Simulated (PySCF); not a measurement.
C2H7F2NSi, SMILES [SiH2](CC(F)F)N. Atoms are numbered in the order given.

```xyz
13

N      2.8012    -0.3261    -0.0269
Si     1.2154     0.3542    -0.1928
C     -0.1767    -0.8574     0.3156
C     -1.5826    -0.3214     0.1979
F     -1.7317     0.7891     0.9785
F     -1.8393     0.0522    -1.0904
H      3.1458    -1.0160    -0.6865
H      3.2236    -0.4517     0.8873
H      1.1422     1.5526     0.6857
H      1.0269     0.7169    -1.6233
H     -0.0940    -1.7665    -0.3041
H     -0.0060    -1.1697     1.3598
H     -2.3677    -1.0407     0.4948
```
Charge 0, spin multiplicity 1.

Geometry optimised at B3LYP-D3(BJ)/def2-SVP. The structure was generated by enumeration, and PubChem lists no compound with its InChIKey, so it may never have been made. One conformer was computed; it need not be the lowest.

These are PBE/pcSseg-1 (PySCF) values and carry that method's errors.

GIAO shieldings, no solvent; atoms alike by connectivity are averaged. δ = σ(ref) − σ: ¹⁵N against NH3 (σ = 267.0 ppm); ²⁹Si against TMS (σ = 335.4 ppm); ¹³C against TMS (σ = 182.0 ppm); ¹⁹F against CFCl3 (σ = 133.6 ppm); ¹H against TMS (σ = 31.49 ppm), references at their B3LYP-D3(BJ)/def2-TZVP geometries, non-relativistic.

```
atoms     nucleus  count  δ (ppm)
--------  -------  -----  -------
N1            ¹⁵N      1      9.9
Si2          ²⁹Si      1      [?]
C4            ¹³C      1    128.5
C3            ¹³C      1     33.1
F5, F6        ¹⁹F      2   -141.4
H13            ¹H      1      [?]
H9, H10        ¹H      2      [?]
H11, H12       ¹H      2     1.42
H7, H8         ¹H      2      [?]
```

Task: Some entries are withheld; supply them. (The exact figures need the calculation; the answer reports its results.)

Result: 
- H7, H8, δ (ppm): 0.14
- H13, δ (ppm): 6.66
- H9, H10, δ (ppm): 5.35
- Si2, δ (ppm): -37.6
